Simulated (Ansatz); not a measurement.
Total energies of CH$_{4}$AlNO (`N=[CH][AlH][OH]`).

```xyz
8

N     1.435   -0.379    1.267
C     0.290    0.183    1.270
Al   -0.810    0.303   -0.365
O     0.005   -0.426   -1.660
H     1.668   -0.731    0.334
H    -0.021    0.584    2.244
H    -2.242    0.958   -0.536
H    -0.325   -0.493   -2.554
```

Total charge 0; spin multiplicity 1. Geometry: relaxed with PBE0-D4/def2-TZVP. It is one conformer, not always the lowest. Basis def2-TZVPP, Ansatz.

RPA on PBE orbitals: Hartree–Fock energy of these orbitals -411.48605 Eh, correlation -1.09614 Eh (frozen core).

```json
{"functional": "PBE", "energy without D4 (Eh)": "-412.68198", "D4 term (kJ/mol)": "-12.4"}
{"functional": "HSE06 (plane-wave form)", "energy without D4 (Eh)": "-412.69262", "D4 term (kJ/mol)": "-9.8"}
```

Problem. Give the same for LDA (SPW92), revPBE, BLYP, r2SCAN, B97M-V, PBE0, B3LYP, r2SCANh, r2SCAN0, BHLYP, CAM-B3LYP, LC-ωPBE, ωB97X-V, ωB97M-V, B2PLYP, PBE-QIDH. (An estimate is asked.)

Solution. Computed: 
```csv
functional,energy without D4 (Eh),D4 term (kJ/mol)
LDA (SPW92),-410.60149,–
revPBE,-412.91258,-37.9
BLYP,-412.98309,-27.5
r2SCAN,-412.89797,-3.0
B97M-V,-412.92977,–
PBE0,-412.70711,-10.5
B3LYP,-413.04766,-20.2
r2SCANh,-412.88515,-3.2
r2SCAN0,-412.86687,-3.5
BHLYP,-412.92640,-15.5
CAM-B3LYP,-412.95599,-10.6
LC-ωPBE,-412.82387,–
ωB97X-V,-412.92117,–
ωB97M-V,-412.94278,–
B2PLYP,-412.77932,–
PBE-QIDH,-412.59439,–
```

B3LYP takes the VWN-RPA correlation (the form of Gaussian; ORCA's B3LYP/G). HSE06 is the plane-wave form, built on full-range PBE exchange. The double hybrids freeze the cores in their second-order part.

LC-ωPBE has ω = 0.4 bohr⁻¹.
